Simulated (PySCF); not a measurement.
## Which determinant of SrZn lies lowest?

Unrestricted PBE0; Sr def2-SVP with ECP28, Zn def2-SVP; scalar-relativistic core potentials (PySCF 2.14). Outer shells of the fragments: Sr 5s2; Zn 3d10 4s2.

Followed along the bond (rough minima from three points):

```
2Ms+1  unpaired  ⟨S²⟩ at the start  R at minimum (Å)  Te (eV)
    1      none               0.00              3.88     0.00
    3  σ ↑, π ↑               2.00              3.03     1.04
    1  σ ↑, π ↓               1.01              3.00     1.16
    3      σ ↑↑               2.01              3.32     1.37
    3  σ ↑, δ ↑               2.01              3.57     1.73
```

Solutions found at the starting distance of 2.900 Å, counted from the lowest of them; the search is not exhaustive and high or unbound solutions are not listed, so other states can lie among these:

| 2Ms+1 | unpaired | term | E (eV) | ⟨S²⟩ | ⟨Lz²⟩ | μ (D) |
| --- | --- | --- | --- | --- | --- | --- |
| 1 | none | ¹Σ⁺ | 0.00 | 0.00 | 0.00 | 1.34 |
| 3 | σ ↑, π ↑ | ³Π | 0.59 | 2.00 | 1.00 | -1.98 |
| 1 | σ ↑, π ↓ | mixed | 0.70 | 1.01 | 1.02 | -1.28 |
| 3 | σ ↑↑ | ³Σ⁺ | 1.08 | 2.01 | 0.00 | -3.04 |
| 3 | σ ↑, δ ↑ | ³Δ | 1.55 | 2.01 | 4.00 | 0.97 |
| 1 | σ ↑, δ ↓ | mixed | 1.83 | 1.00 | 4.00 | 0.72 |

A term symbol is given only where ⟨S²⟩ and ⟨Lz²⟩ are close to those of a pure state; real π, δ and φ orbitals otherwise mix terms. A positive dipole means Sr(−)Zn(+).

**Question.** Compare the gap between the two lowest followed solutions at the starting distance with the gap between their minima.

**Answer.** At PBE0 the second solution (triplet, unpaired electrons σ ↑, π ↑) lies +0.59 eV from the first (singlet, closed shell) at 2.900 Å and +1.04 eV at the minima; the two curves relax by different amounts, since their minima lie near 3.03 and 3.88 Å.

Counting both spins, an empty level lies below a filled one in some of these solutions, because spin and occupation are held.
